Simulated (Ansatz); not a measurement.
Program: Ansatz. Geometries: PBE0-D4/def2-TZVP. ΔE: electronic, gas phase. CCSD(T)/CBS adds triple-zeta CCSD(T) − MP2 to the extrapolated MP2 energy (def2 sets, frozen cores). This one scheme is used for every species. DFT in def2-TZVPP. B3LYP here is the variant with VWN-RPA as its local correlation; programs differ in this. def2 core potentials past Kr. For Sb outer-core shells are correlated without core-valence functions, which leaves a few kJ/mol of doubt a bond. Each species was taken in one conformer, which may not be the lowest.

`O[B](O)[SbH2]` + ethane → `C[CH2][SbH2]` + `OBO`  (formal exchange of groups at the Sb–B bond)

`O[B](O)[SbH2]`:

Z-matrix (Å, degrees):
```
B
O 1 1.360
Sb 1 2.260 2 117.5
O 1 1.360 2 125.0 3 175.8
H 2 0.963 1 115.8 3 -176.5
H 3 1.705 1 92.9 2 -45.7
H 3 1.705 1 92.9 2 -138.1
H 4 0.963 1 115.8 2 0.6
```

`CC`:

Z-matrix (Å, degrees):
```
C
C 1 1.519
H 1 1.093 2 111.4
H 1 1.093 2 111.4 3 120.0
H 1 1.093 2 111.4 3 -120.0
H 2 1.093 1 111.4 3 180.0
H 2 1.093 1 111.4 3 -60.0
H 2 1.093 1 111.4 3 60.0
```

`C[CH2][SbH2]`:

Z-matrix (Å, degrees):
```
C
C 1 1.516
H 1 1.092 2 111.4
H 1 1.095 2 111.2 3 120.1
H 1 1.092 2 111.4 3 -119.8
Sb 2 2.169 1 115.3 3 59.9
H 2 1.093 1 111.5 3 -179.6
H 2 1.093 1 111.5 3 -60.6
H 6 1.712 2 93.6 1 -45.6
H 6 1.712 2 93.6 1 45.8
```

`OBO`:

```xyz
6

O    -1.030    0.275    0.243
B     0.169   -0.082   -0.300
O     1.247   -0.219    0.507
H    -1.731    0.346   -0.406
H     0.306   -0.281   -1.473
H     1.038   -0.039    1.429
```

```csv
species,B3LYP energy (Eh)
`O[B](O)[SbH2]`,-418.21400
`CC`,-79.86621
`C[CH2][SbH2]`,-320.78032
`OBO`,-177.29350
```

Problem. Work out ΔE.

Solution. ΔE = (-320.78032) + (-177.29350) − (-418.21400) − (-79.86621) = 0.00639 Eh = +16.8 kJ/mol. CCSD(T)/CBS gives +11.8 kJ/mol.

Largest T1 diagnostic among the species: 0.014.
